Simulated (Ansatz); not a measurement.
`CBN(C)[SiH3]` + `[NH2][GaH2]` → `CB[NH][GaH2]` + `CN[SiH3]` at 700 K and 1 bar (ligand exchange at a B–N bond).

Gas-phase electronic energies from Ansatz, PBE0-D4/def2-TZVP geometries. CCSD(T)/CBS adds triple-zeta CCSD(T) − MP2 to the extrapolated MP2 energy (def2 sets, frozen cores). For Ga outer-core shells are correlated without core-valence functions, which leaves a few kJ/mol of doubt a bond. Scalar relativity is left out up to krypton. Each species was taken in one conformer, which may not be the lowest.

```json
{"species": "`CBN(C)[SiH3]`", "CCSD(T)/CBS energy (Eh)": "-450.75391", "H − E (kJ/mol)": "410.8", "S (J/(mol·K))": "517.6"}
{"species": "`[NH2][GaH2]`", "CCSD(T)/CBS energy (Eh)": "-1981.05479", "H − E (kJ/mol)": "148.0", "S (J/(mol·K))": "331.7"}
{"species": "`CB[NH][GaH2]`", "CCSD(T)/CBS energy (Eh)": "-2045.75396", "H − E (kJ/mol)": "287.3", "S (J/(mol·K))": "454.2"}
{"species": "`CN[SiH3]`", "CCSD(T)/CBS energy (Eh)": "-386.04948", "H − E (kJ/mol)": "271.2", "S (J/(mol·K))": "396.1"}
```

H − E and S are ideal-gas, rigid-rotor, harmonic terms from PBE0-D4/def2-TZVP, for one conformer and one mirror image of each species. 1 Eh = 2625.50 kJ/mol, R = 8.31446 J/(mol·K).

Question: By hand: ΔE, ΔH, ΔS and ΔG.

Answer: ΔE = (-2045.75396) + (-386.04948) − (-450.75391) − (-1981.05479) = 0.00526 Eh = 13.8 kJ/mol. Δ(H − E) = 287.3 + 271.2 − 410.8 − 148.0 = -0.3, so ΔH = 13.5 kJ/mol. ΔS = 454.2 + 396.1 − 517.6 − 331.7 = 1.0 J/(mol·K). ΔG = 13.5 − 700 × (1.0)/1000 = 12.8 kJ/mol.

Question: By hand: the equilibrium constant, and the temperature at which ΔG would vanish if ΔH and ΔS stayed fixed.

Answer: log₁₀ K = −ΔG/(RT ln 10) = -1.0. ΔG = 0 at ΔH/ΔS = 13500 K, far beyond where these terms or the molecules hold.

The number of gas molecules stays the same, so ΔS is small and ΔH decides. A doubt of 5 kJ/mol in ΔE shifts log₁₀ K by 0.4 here. Other conformers and mirror images would add mixing entropy, several J/(mol·K) or more a flexible species. These are equilibria of isolated gas molecules and say nothing of rates. Largest T1 diagnostic: 0.014 (customary marks: 0.02 for closed shells, 0.045 for open ones).
